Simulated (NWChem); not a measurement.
Correlation energy of FIn

```
In
F 1 2.0049
```
Charge 0, spin multiplicity 1.

The numbers come from NWChem runs, not from measurements. The geometry was optimised at B3LYP/def2-SVP with def2 effective core potentials on In, a minimum by its harmonic frequencies.

Basis set: def2-SVP. Each correlation energy counts from its own Hartree-Fock reference.

Effective core potentials replace the inner electrons of In; spin-orbit coupling is left out. The correlated methods keep 5 core orbitals frozen. The structure started from a generated list of species. No row is a measurement; the coupled-cluster row has its own basis-set and correlation limits.

### Question
Order these methods by the correlation energy they give, lowest first: CR-CCSD(T), CR-CCSD[T], CCSD, CCSD+T(CCSD), SCS-MP2, MP2.

### Answer
CCSD+T(CCSD) (-273.6 mHa), CR-CCSD[T] (-272.4 mHa), CR-CCSD(T) (-271.3 mHa), CCSD (-266.5 mHa), MP2 (-254.8 mHa), SCS-MP2 (-246.9 mHa)
